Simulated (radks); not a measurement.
Computed order of ionisation of molybdenum. At each step one electron was removed from each of the four highest sub-shells of the ion before, moves of one valence electron (up to charge 6) and the configuration listed by NIST were tried, and the lowest configuration was kept. Method: Dirac Kohn-Sham, PBE, spin-unpolarised, spherical densities, finite nucleus; Fermi nuclear charge, rms radius of each element as measured or else 0.836 A^(1/3) + 0.57 fm; computed with a radial shooting solver on a logarithmic mesh with Libxc functionals. Sub-shells are occupied by j as written (lower j first in brackets).

Mo: lowest configuration found [Kr] 4d(3/2: 4, 5/2: 1) 5s1; NIST configuration same; margin to the next tried (eV) 0.060; IE (eV) 6.868; NIST IE (eV) 7.092; kind exp.
Mo+: lowest configuration found [Kr] 4d(3/2: 4, 5/2: 1); NIST configuration same; margin to the next tried (eV) 1.033; IE (eV) 15.290; NIST IE (eV) 16.2; kind semi-emp.
Mo2+: lowest configuration found [Kr] 4d(3/2: 4, 5/2: 0); NIST configuration same; margin to the next tried (eV) 0.250; IE (eV) 26.825; NIST IE (eV) 27.1; kind semi-emp.
Mo3+: lowest configuration found [Kr] 4d(3/2: 3, 5/2: 0); NIST configuration same; margin to the next tried (eV) 7.144; IE (eV) 39.626; NIST IE (eV) 40.3; kind semi-emp.
Mo4+: lowest configuration found [Kr] 4d(3/2: 2, 5/2: 0); NIST configuration same; margin to the next tried (eV) 10.710; IE (eV) 53.635; NIST IE (eV) 54.42; kind semi-emp.
Mo5+: lowest configuration found [Kr] 4d(3/2: 1, 5/2: 0); NIST configuration same; margin to the next tried (eV) 14.565; IE (eV) 68.681; NIST IE (eV) 68.827; kind exp.
Mo6+: lowest configuration found [Kr]; NIST configuration same; margin to the next tried (eV) 39.829; IE (eV) 125.62; NIST IE (eV) 125.64; kind semi-emp.
Mo7+: lowest configuration found [Ar] 3d10 4s2 4p(1/2: 2, 3/2: 3); NIST configuration same; margin to the next tried (eV) 3.053; IE (eV) 144.82; NIST IE (eV) 144; kind exp.
Mo8+: lowest configuration found [Ar] 3d10 4s2 4p(1/2: 2, 3/2: 2); NIST configuration same; margin to the next tried (eV) 3.218; IE (eV) 164.56; NIST IE (eV) 164.1; kind exp.
Mo9+: lowest configuration found [Ar] 3d10 4s2 4p(1/2: 2, 3/2: 1); NIST configuration same; margin to the next tried (eV) 3.389; IE (eV) 184.79; NIST IE (eV) 186; kind semi-emp.
Mo10+: lowest configuration found [Ar] 3d10 4s2 4p(1/2: 2, 3/2: 0); NIST configuration same; margin to the next tried (eV) 3.565; IE (eV) 209.20; NIST IE (eV) 209; kind theory
Mo11+: lowest configuration found [Ar] 3d10 4s2 4p(1/2: 1, 3/2: 0); NIST configuration same; margin to the next tried (eV) 27.951; IE (eV) 230.60; NIST IE (eV) 230.3; kind semi-emp.
Mo12+: lowest configuration found [Ar] 3d10 4s2; NIST configuration same; margin to the next tried (eV) 28.397; IE (eV) 281.20; NIST IE (eV) 279.1; kind semi-emp.
Mo13+: lowest configuration found [Ar] 3d10 4s1; NIST configuration same; margin to the next tried (eV) 201.17; IE (eV) 304.32; NIST IE (eV) 302.60; kind exp.

Reference values: NIST Atomic Spectra Database (exp. = measured, semi-emp. = semi-empirical, theory = theoretical value adopted there). Spin polarisation and multiplet splitting are left out, so open shells lie too high by an amount that depends on their filling.

Beside tabulated values, note that spin-unpolarised runs miss the spin-polarisation part of the exchange energy of open shells.
